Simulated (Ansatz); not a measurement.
The cluster Si4B⁻. Total charge -1; singlet. Geometry PBE0-D4/def2-SVPD; atoms count from 1.

```xyz
5

B     1.113    0.374   -0.366
Si   -0.464    0.153    0.815
Si   -0.181   -0.722   -1.358
Si    1.638    1.333    1.142
Si   -2.106   -1.138   -0.233
```

The restricted singlet is unstable towards broken spin symmetry in Hartree–Fock (as tested in another run); at PBE0-D4/def2-TZVPD this wasn't settled. Another isomer (singlet) lies 0.69 eV lower at PBE0-D4/def2-TZVPD; other spin states weren't run for this one.

Question: Estimate the Mulliken populations from the PBE0/def2-TZVPD orbitals of Ansatz.

Answer: 
```csv
atom,charge (e)
B1,0.54
Si2,-0.19
Si3,-0.41
Si4,-0.57
Si5,-0.37
```
Mulliken values depend strongly on the basis. With diffuse functions, as here, like atoms can get unlike values, and bond orders can come out too low or too high.

Question: And the Mayer bond orders between heavy atoms (over 0.3)?

Answer: B1–Si2 0.61 (1.98 Å); B1–Si3 0.55 (1.96 Å); B1–Si4 0.96 (1.86 Å); Si2–Si3 1.06 (2.36 Å); Si2–Si4 0.86 (2.43 Å); Si2–Si5 0.90 (2.34 Å); Si3–Si5 1.22 (2.27 Å).
